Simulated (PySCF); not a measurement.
This PySCF input asks for the NMR shieldings of SMILES B[N@H+]([BH3-])C, CH₉B₂N; the geometry comes from GFN2-xTB.

```python
import basis_set_exchange as bse
import numpy as np
from pyscf import gto, dft
from pyscf.prop import nmr

atoms = """
B    -0.710633   -1.043777   -0.393074
N     0.118277    0.265845   -0.421977
B     1.061626   -0.723932    0.308460
C    -0.367126    1.454156    0.262115
H    -1.654069   -0.980234    0.309600
H    -0.849060   -1.533266   -1.457003
H     0.438418    0.523806   -1.346345
H     2.013739   -1.016951   -0.322749
H     0.214048   -1.758038    0.257724
H     1.215766   -0.463086    1.446931
H    -0.710972    1.177307    1.255874
H     0.427924    2.196554    0.364112
H    -1.202326    1.902099   -0.281396
"""
names = dict.fromkeys(["B", "N", "C", "H"], "pcSseg-1")
basis = {el: gto.basis.parse(bse.get_basis(n, elements=[el], fmt="nwchem")) for el, n in names.items()}
mol = gto.M(atom=atoms, basis=basis, charge=0, verbose=0)
mf = dft.RKS(mol, xc="PBE0")
mf.grids.level = 2
mf.grids.alignment = dft.numint.BLKSIZE   # the property module wants whole blocks of grid points
mf.conv_tol = 1e-9
mf.kernel()

calc = nmr.RKS(mf)   # GIAO
C = mf.mo_coeff
Co = C[:, mf.mo_occ > 0]
resp = mf.gen_response(singlet=True, hermi=2)
def vind(x):   # induced exchange potential for any number of trial vectors
    d = np.einsum("pi,xij,qj->xpq", C, 2 * x.reshape(-1, C.shape[1], Co.shape[1]), Co, optimize=True)
    return np.einsum("xpq,pi,qj->xij", resp(d - d.transpose(0, 2, 1)), C, Co, optimize=True).ravel()
mo1, _ = nmr.rhf.solve_mo1(calc, with_cphf=vind)
sigma = calc.kernel(mo1)
for i, s in enumerate(sigma):   # ppm
    w = np.linalg.eigvalsh((s + s.T) / 2)
    print("%2d %-2s iso %8.1f  s11 %8.1f  s22 %8.1f  s33 %8.1f" % (i, mol.atom_pure_symbol(i), w.mean(), *w))
```

Problem. What are the results?

Solution. 
```
 0 B  iso    128.7  s11    108.2  s22    127.4  s33    150.6
 1 N  iso    250.0  s11    226.2  s22    231.4  s33    292.4
 2 B  iso    128.7  s11    108.2  s22    127.3  s33    150.5
 3 C  iso    144.3  s11    120.4  s22    127.7  s33    184.7
 4 H  iso     30.2  s11     27.2  s22     29.0  s33     34.4
 5 H  iso     30.0  s11     26.7  s22     27.8  s33     35.4
 6 H  iso     29.9  s11     20.5  s22     25.9  s33     43.2
 7 H  iso     30.0  s11     26.7  s22     27.8  s33     35.4
 8 H  iso     32.5  s11     28.8  s22     29.6  s33     39.1
 9 H  iso     30.2  s11     27.2  s22     29.0  s33     34.4
10 H  iso     29.6  s11     25.6  s22     27.3  s33     35.7
11 H  iso     28.8  s11     24.1  s22     26.3  s33     35.9
12 H  iso     28.8  s11     24.1  s22     26.3  s33     35.9
```

These numbers come from an equivalent density-fitted implementation of the same equations, which agrees with the script to about 0.01 ppm for H and up to a few tenths of a ppm for heavy atoms, so last digits may differ.

Size and cost of the density-fitted run: 113 basis functions, 5.8 s wall time on 1 thread of an Intel Xeon 6975P-C, shared host; peak memory 0.53 GiB.
